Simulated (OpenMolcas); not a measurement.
An OpenMolcas run meant for I2+ (ANO-RCC-VDZ, DKH2; inactive shells 1s 2s 2p 3s 3p 3d 4s 4p 4d 5s; intended active space 3 electrons in 3 orbitals (5p)). One step of its input:

```
&RASSCF
FileOrb=start.orb
Symmetry=2
Spin=4
nActEl=3 0 0
Inactive=15 9
Ras2=0 3
CIRoot=6 6 1
SDav=1
CIMx=300
Iter=88 100
PrWF=0.3
OrbListing=Nothing
MaxOrb=0
Atom
>>> COPY $Project.JobIph JOB001
```

Lines from the output:

```
...
      Number of secondary orbitals               4
      Spin quantum number                      1.5
      State symmetry                             2
Orbital specifications:
      -----------------------

      Symmetry species                           1   2
                                                ag  au
      Frozen orbitals                            0   0
      Inactive orbitals                         15   9
      Active orbitals                            0   3
      RAS1 orbitals                              0   0
      RAS2 orbitals                              0   3
      RAS3 orbitals                              0   0
      Secondary orbitals                         1   3
      Deleted orbitals                           0   0
      Number of basis functions                 16  15
      Number of CSFs                             1
      Number of root(s) required                 6
 ************ ERROR ***********
  You can't ask for more roots
  than there are configurations
 ******************************
--- Stop Module: rasscf at  /rc=_RC_INPUT_ERROR_ ---
.####################.
.# User input error #.
.####################.
```

Task: What is wrong with the input?

Result: CIRoot asks for more roots than the active space has configuration state functions.
